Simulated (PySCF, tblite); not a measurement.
Calculations on `C=NC1=CC=CC([O])=C1` [radical], in the order of a workflow; each names the level of the geometry that it ran on. Settings lines and outputs come from a driver script.

C₇H₆NO (doublet state).
SMILES with atom numbers: `[CH2:1]=[N:2][c:3]1[cH:4][cH:5][cH:6][c:7]([O:8])[cH:9]1` (hydrogens: H10, H11 on C1; H12 on C4; H13 on C5; H14 on C6; H15 on C9)

Step 1: GFN2-xTB geometry optimisation, gas phase (tblite 0.8.0) (from a force-field or distance-geometry start)
```json
{"job": {"kind": "relax", "xc": "GFN2-xTB", "basis": "xTB"}, "charge": 0, "multiplicity": 2}
```
```
step      E/eV     max force
  0    -678.16391    3.442
  1    -678.33002    2.830
  2    -678.39688    0.845
...
 52    -678.48157    0.010
 53    -678.48158    0.013
 54    -678.48160    0.015
 55    -678.48162    0.011
 56    -678.48163    0.006
```

Energy lowered by 7.3 kcal/mol over 56 steps; largest atomic force 0.006 eV/Å at the end. «max force» is the largest atomic force in eV/Å.

Step 2: GFN2-xTB harmonic vibrations, gas phase (tblite 0.8.0) (on the GFN2-xTB geometry)
```json
{"job": {"kind": "ir", "xc": "GFN2-xTB", "basis": "xTB"}, "charge": 0, "multiplicity": 2}
```
```
(table of modes left out)
```

39 modes from 102 to 3106 cm⁻¹ (unscaled, harmonic); zero-point energy 67.9 kcal/mol; all wavenumbers are real at this level.

Step 3: UKS B3LYP, pcH-1 on C H N O, non-relativistic, mean-field spin-orbit, GIAO (PySCF 2.14.0) (on the GFN2-xTB geometry)
```json
{"job": {"kind": "epr", "basis": "pcH-1"}, "charge": 0, "multiplicity": 2}
```
```
...
E = -400.28656749 Eh   <S^2> = 0.7875 (exact 0.7500)
g shifts (ppm)      1          2          3
  rmc          -206       -206       -206
  gc            -15         40         43
  oz_so          -9       2521       8638
  total        -230       2355       8475
hyperfine (MHz)  atom isotope    a_iso     a_fc   dipolar eigenvalues
    0   13C      -9.01      -9.01     -4.50      2.13      2.37
    1   14N      -0.18      -0.18     -1.46     -0.12      1.58
    2   13C     -26.67     -26.67    -16.78      7.78      9.00
    3   13C      37.29      37.29    -34.53    -32.54     67.07
    4   13C     -29.23     -29.23    -20.38      8.97     11.41
    5   13C      27.38      27.38    -27.53    -26.50     54.03
    6   13C     -35.41     -35.41    -12.48      2.96      9.52
    7   17O     -26.32     -26.32   -122.80     61.34     61.45
    8   13C      19.15      19.15    -20.17    -19.25     39.42
    9    1H       3.43       3.43     -1.79     -0.80      2.59
   10    1H       3.50       3.50     -0.80     -0.02      0.82
   11    1H     -28.15     -28.15    -16.62     -0.74     17.36
   12    1H       8.31       8.31     -3.29     -0.93      4.21
   13    1H     -23.00     -23.00    -11.50     -2.13     13.63
   14    1H     -16.92     -16.92     -8.29     -2.16     10.45
```

⟨S²⟩ 0.788; g_iso 2.0059. rmc, gc and oz_so are the mass-correction, gauge-correction and orbital-Zeeman/spin–orbit parts of the g shift along its three principal axes; a_iso is the isotropic hyperfine coupling and a_fc its Fermi-contact part. The log counts atoms from 0, this text from 1.

Problem. Which step took the most CPU time, and about what did each take on one thread of an Arm Neoverse V2, no GPU, on a shared host?

Solution. Step 3, about 99 % of the total. CPU time by step: 1: 0.27 s, 2: 0.38 s, 3: 84 s.

Geometry of the electronic-property runs (GFN2-xTB):
```
atom  x, y, z in Å
C1     2.835    0.013   -0.658
N2     1.796    0.664   -0.913
C3     0.528    0.306   -0.495
C4    -0.284    1.321    0.052
C5    -1.598    1.047    0.422
C6    -2.136   -0.195    0.224
C7    -1.355   -1.272   -0.364
O8    -1.826   -2.405   -0.528
C9     0.009   -0.950   -0.711
H10    2.868   -0.870   -0.014
H11    3.769    0.352   -1.083
H12    0.137    2.306    0.182
H13   -2.196    1.835    0.856
H14   -3.160   -0.417    0.482
H15    0.609   -1.727   -1.161
```

 (This holds for the electronic-property runs.)

One conformer stands for the species.
